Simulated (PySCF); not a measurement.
NMR data simulated for an unnamed compound:

1H NMR (600 MHz, computed): δ 1.30 (m, 2H), 1.30 (m, 6H), 1.25 (s, 9H).

13C{1H} NMR (computed): δ 48.4 (CH2), 33.0 (C), 32.2 (CH3), 23.2 (CH3).

How the numbers were obtained: geometry: GFN2-xTB, shieldings: GIAO PBE0/pcSseg-1, in PySCF 2.14 (gas phase, equivalent nuclei averaged, non-relativistic, single conformer).

δ = σ(ref) − σ, references computed at the same level: 1H and 13C against TMS.

Which of these does the molecule contain: a tert-butyl group, a heteroaromatic ring, an NH or NH2 group, a methoxy group?

Results:


- A tert-butyl group: yes (δC 32.2, 33.0; δH 1.25 (s)).
- A heteroaromatic ring: no.
- An NH or NH2 group: no.
- A methoxy group: no.

The data belong to `CC(C)(C)CP(C)(C)=O`, C7H17OP; they needn't prove each group on their own.

Carbon signals by region: 4 below 50 ppm.

Splittings by 31P in the carbon and heteronuclear signals aren't shown, as no couplings were computed. Shifts are as computed. Against solution values, carbons near 30 ppm lie about +3 ppm off and those near 130 ppm about +5 ppm. Of 1211 compounds with measured shifts, 218 miss one by over three times the rms of a fit or turn the order of signals round; such compounds aren't used in these exercises. Multiplicities follow the n + 1 count of equivalent neighbours, as no J values were calculated; m marks all less simple cases, F and P coupling included.
